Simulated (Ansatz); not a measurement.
Isomers of Ca2F5⁻ (singlet), relaxed with PBE0-D4/def2-SVPD; total energies from Ansatz at PBE-QIDH/def2-TZVPD.

```json
{"isomer": "A", "description": "point group D3h; 8 × Ca–F 2.07 to 2.21 Å", "energy (Eh)": "-1854.10964"}
{"isomer": "B", "description": "point group not assigned; 7 × Ca–F 2.05 to 2.30 Å", "energy (Eh)": "-1854.08187"}
```

Correlated methods freeze 15 core orbitals; core or outer-core shells of Ca are correlated, in sets that lack core-valence functions.

The isomers come from a short search, and lower ones may exist.

Problem. Work out the relative energies (1 Eh = 2625.5 kJ/mol) and the Boltzmann populations at 1200 K from electronic energies alone (R = 8.314 J/mol/K).

Solution. ΔE: A 0.0, B 72.9 kJ/mol. RT = 9.98 kJ/mol. Factors exp(−ΔE/RT): A 1, B 0.000672; sum 1.001. Populations: A 99.9 %, B 0.1 %. Zero-point energy, vibrational entropy and symmetry numbers are left out and can shift these; an error of 4 kJ/mol changes a ratio by a factor of 1.5. Over the other density-functional and correlated levels in def2 sets, the gap between A and B ranges from 58 to 85 kJ/mol.
